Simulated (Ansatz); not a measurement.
Reaction (ligand exchange at a Ge–N bond): `[F][GeH2][NH][GeH3]` + `O[SiH3]` → `[F][GeH2][O][SiH3]` + `[NH2][GeH3]`

Calculated with Ansatz (gas phase, PBE0-D4/def2-TZVP geometries, no zero-point term in ΔE). CCSD(T)/CBS is the MP2 limit (def2-TZVPP, def2-QZVPP) plus CCSD(T) − MP2 in def2-TZVPP, frozen cores. Functionals use def2-TZVPP. B3LYP here is the variant with VWN-RPA as its local correlation; programs differ in this. For Ge outer-core shells are correlated without core-valence functions, which leaves a few kJ/mol of doubt a bond. Scalar relativity is left out up to krypton. One conformer a species, not always the lowest.

| level | ΔE (kJ/mol) |
| --- | --- |
| B3LYP-D4 | -24.5 |
| PBE-QIDH | -21.0 |
| B3LYP | -26.3 |
| r2SCAN0 | -24.0 |
| RPA@PBE/def2-TZVPP | -22.1 |
| MP2/def2-TZVPP | -19.6 |
| CCSD/def2-TZVPP | -22.7 |
| CCSD/CBS(def2) | -20.9 |

**Question.** What does CCSD(T)/CBS give? (An estimate is asked.)

**Answer.** Ansatz gave: -19.7 kJ/mol. The listed levels differ from it by -4.8, -1.3, -6.6, -4.3, -2.4, 0.1, -3.0, -1.2 kJ/mol.

Largest T1 diagnostic among the species: 0.012.

In def2-TZVPP, CCSD(T) changes the Hartree–Fock value by +11.4 kJ/mol (the triples alone add +1.3 kJ/mol) and MP2 by +13.2 kJ/mol. Leaving LDA and LC-ωPBE aside and taking each functional with its dispersion term where it has one, the values, not all of them listed here, spread over 7.9 kJ/mol, from B97M-V to PBE-D4. LDA lies +5.3 kJ/mol from PBE without D4.
